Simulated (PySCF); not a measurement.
Molecule: `C[SiH2][SiH2]O`, CH8OSi2.

Cartesian coordinates in Å; atom numbers follow the order of the lines, from 1:
```xyz
12

C     2.095    0.494    0.012
Si    0.555   -0.402   -0.609
Si   -1.411    0.659    0.125
O    -2.786   -0.164   -0.360
H     2.134    1.523   -0.379
H     3.007   -0.029   -0.314
H     2.103    0.545    1.112
H     0.557   -0.471   -2.105
H     0.547   -1.816   -0.105
H    -1.529    2.025   -0.464
H    -1.349    0.807    1.619
H    -2.844   -1.086   -0.091
```

Geometry PBE0-D3(BJ)/def2-SVP throughout; GIAO in PySCF 2.14.0 with density-fitted response routines, gas phase, one conformer, non-relativistic; equivalent atoms averaged; functional PBE0.

(1) How do the absolute shieldings σ depend on the basis set? (ppm; last column core-seconds on shared hosts with different chips, so compare them loosely)

(2) Which nucleus moves most, in ppm?

(3) Taking the largest basis, pcSseg-2 (270 functions), as the yardstick, rank the others by their worst heavy-atom deviation.

## Answers

(1) 
```
    basis set  functions     C1    Si3    Si2     O4  H10/H11  H8/H9  H5/H6/H7    H12  core-s
       STO-3G         36  236.5  544.4  579.6  418.4    30.17  31.08     32.65  36.91     2.5
        6-31G         60  210.3  432.3  499.9  354.8    27.32  29.24     32.50  34.18     4.7
     pcSseg-0         60  207.2  392.8  468.9  371.0    27.00  29.05     32.84  34.41     3.8
       6-31G*         80  204.9  410.5  467.8  335.4    26.37  28.01     31.96  32.54     5.9
     def2-SVP        104  204.8  429.4  480.0  340.9    26.00  27.50     31.35  31.89     6.8
      cc-pVDZ        104  207.3  433.4  482.2  344.4    26.01  27.52     31.26  32.07     7.2
     pcSseg-1        122  196.7  368.9  426.6  335.2    25.97  27.46     31.18  31.53     8.3
6-311+G(2d,p)        172  198.0  361.8  418.0  324.2    25.89  27.36     31.40  32.17      14
  aug-cc-pVDZ        172  206.5  428.0  482.9  334.7    25.88  27.36     31.22  32.16      14
    def2-TZVP        184  198.6  351.1  408.1  325.1    25.87  27.35     31.39  31.96      16
     IGLO-III        238  195.9  365.2  420.3  323.0    25.85  27.32     31.24  31.84      20
      cc-pVTZ        240  199.0  377.4  433.6  331.4    25.88  27.37     31.17  31.62      22
     pcSseg-2        270  196.6  361.1  417.5  323.5    25.88  27.35     31.12  31.42      41
```

(2) Si3 (silicon bonded to O, Si, 2 H): from 351.1 ppm with def2-TZVP to 544.4 ppm with STO-3G. The smallest spread is 1.72 ppm, at H5/H6/H7. Proton shifts span only some 12 ppm, so a few tenths of a ppm matter as much there as several ppm in carbon.

(3) 6-311+G(2d,p) 1.4 ppm (172 functions), IGLO-III 4.1 ppm (238 functions), def2-TZVP 10.0 ppm (184 functions), pcSseg-1 11.7 ppm (122 functions), cc-pVTZ 16.3 ppm (240 functions), 6-31G* 50.3 ppm (80 functions), pcSseg-0 51.3 ppm (60 functions), aug-cc-pVDZ 66.8 ppm (172 functions), def2-SVP 68.3 ppm (104 functions), cc-pVDZ 72.3 ppm (104 functions), 6-31G 82.4 ppm (60 functions), STO-3G 183.3 ppm (36 functions).

A small basis that lands close on one nucleus may do so by chance; judge by the trend and by all nuclei.
